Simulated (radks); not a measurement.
Values are calculated unless marked as measured or tabulated.
Task: Coherent X-ray form factor from a spherical all-electron density. Code: a radial shooting solver on a logarithmic mesh with Libxc functionals. Model: Dirac Kohn-Sham, PBE, spin-unpolarised, spherical densities, finite nucleus; Fermi nuclear charge, rms radius of each element as measured or else 0.836 A^(1/3) + 0.57 fm.

| sin(theta)/lambda (1/angstrom) | f0 (electrons) |
|---|---|
| 0.05 | 71.768 |
| 0.1 | 68.783 |
| 0.15 | 65.205 |
| 0.2 | 61.609 |
| 0.25 | 58.113 |
| 0.3 | 54.728 |
| 0.4 | 48.414 |
| 0.5 | 42.891 |
| 0.6 | 38.174 |
| 0.8 | 30.644 |
| 1 | 25.049 |
| 1.25 | 20.253 |
| 1.5 | 17.252 |
| 2 | 13.674 |

The species is in the configuration that NIST lists as its ground one. Which atom or ion scatters so?

Result: Neutral tantalum, [Xe] 4f14 5d3 6s2. Extrapolating in s^2 from the first two rows gives f0(0) = 72.8, near the electron count 73; among species with that count, the fall with angle is slower the higher Z, and the table is that of Z = 73; from so few rows the species is fixed only to a neighbour or two.
